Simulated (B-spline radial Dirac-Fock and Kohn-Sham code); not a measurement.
## Atomic SCF run for Zn

ΔSCF core binding energies without Breit or QED terms, calculated with a radial atomic solver. Keys: rel is the Hamiltonian (dirac, or spin-free x2c and nr, where L3 and M5 stand for the whole 2p and 3d shells), method is hf or an exchange,correlation pair (spin-unpolarised, also for the hole states), nuc the nuclear model, radius_factor scales its radius, rmax is the box in bohr, h the logarithmic mesh step, order the B-spline order, points the quadrature points per cell, c_factor scales the speed of light, and damp, ndamp, maxit and tol steer the iteration. The run stops when the commutator error falls below 10·tol·max(1, Z/10), or the numerical noise floor, and the energy has settled to about 1e-8 Ha; the virial ratio is −V/T.

Input (task.json):

```json
{"items": [{"Z": 30, "q": 0, "cfg": [[1, 0, 2], [2, 0, 2], [2, 1, 6], [3, 0, 2], [3, 1, 6], [3, 2, 10], [4, 0, 2]], "A": 64, "rrms": 3.9283, "do": "settings", "holes": ["K", "L3", "M5"],
  "settings": [{"rel": "dirac", "method": "hf", "nuc": "fermi", "radius_factor": 1.0, "rmax": 45.0, "h": 0.3, "order": 8, "points": 2, "c_factor": 1.0, "maxit": 79, "damp": 0.5, "ndamp": 3, "tol": 1e-08}]}]}
```

Command: `python xray2_run.py task.json out`

Ground-state iterations:

```
iter   energy (Ha)        error
   1    -1794.03375230  1.08e+00
   2    -1794.51140066  7.87e-02
   3    -1794.59984239  2.46e-02
   4    -1794.60116934  1.18e-02
   5    -1794.60141112  1.35e-03
   6    -1794.60141607  4.98e-04
   7    -1794.60141958  1.71e-04
   8    -1794.60141998  1.10e-05
   9    -1794.60141998  3.35e-06
  10    -1794.60141998  2.64e-07
```

The ground state converged in 10 iterations, with total energy -1794.60142 Ha, virial ratio 1.98123 and highest orbital energy -8.13 eV. ΔSCF binding energies: K (1s) 9684.7 eV, L3 (2p3/2) 1029.4 eV, M5 (3d5/2) 14.52 eV.

Task: One setting is unsound. Which, and why?

Result: points is too small to integrate the splines. With the default settings (Dirac Hartree-Fock): The ground state converged in 10 iterations, with total energy -1794.61291 Ha, virial ratio 1.98123 and highest orbital energy -8.13 eV. ΔSCF binding energies: K (1s) 9684.7 eV, L3 (2p3/2) 1029.4 eV, M5 (3d5/2) 14.54 eV.
